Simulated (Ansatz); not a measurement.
```yaml
crystal:
  periodic: [false, false, false]
  atoms:
    - {symbol: C, position_ang: [-0.801895, 0.680843, -0.281580]}
    - {symbol: N, position_ang: [0.262212, -0.158440, 0.192319]}
    - {symbol: C, position_ang: [0.962556, 0.422043, 1.308983]}
    - {symbol: Sn, position_ang: [0.854496, -1.974146, -0.519329]}
    - {symbol: O, position_ang: [-0.397807, -2.135310, -2.050147]}
    - {symbol: H, position_ang: [-1.519958, 0.910079, 0.519848]}
    - {symbol: H, position_ang: [-0.427858, 1.641906, -0.665197]}
    - {symbol: H, position_ang: [-1.362356, 0.199213, -1.085913]}
    - {symbol: H, position_ang: [1.423854, 1.386029, 1.047894]}
    - {symbol: H, position_ang: [1.761950, -0.241637, 1.654410]}
    - {symbol: H, position_ang: [0.291648, 0.604763, 2.161403]}
    - {symbol: H, position_ang: [-0.969841, -1.390345, -2.248690]}
basis:
  gaussian: {orbitals: ANO-RCC-VTZP, nuclear_model: gaussian}
hamiltonian: {xc: {name: wB97M-V}}
scf: {lower_state_search: full}
charge: 1
output: {forces: true}
```

```sh
$ ansatz run in.yaml --threads 4 --pin off --events-out ev --progress --plain --max-ram 10444MiB
```

Shortened log:

```
Error: YAML parse error: error: line 20 column 1: unknown field `charge`, expected one of crystal, accuracy, basis, kpoints, hamiltonian, magnetization, projection, total_charge, correlation, batch, efield, external_charges, scf, relax, neb, saddle, md, ramp, phonons, dielectric, real_time, elastic, magnetic_configurations, gw, evaluate, workflow, output, checkpoint, execution
18 | hamiltonian: {xc: {name: wB97M-V}}
19 | scf: {lower_state_search: full}
20 | charge: 1
21 | output: {forces: true}
```

Question: What is wrong with this run?

Answer: The input holds a key that doesn't belong there. The program refused the input.
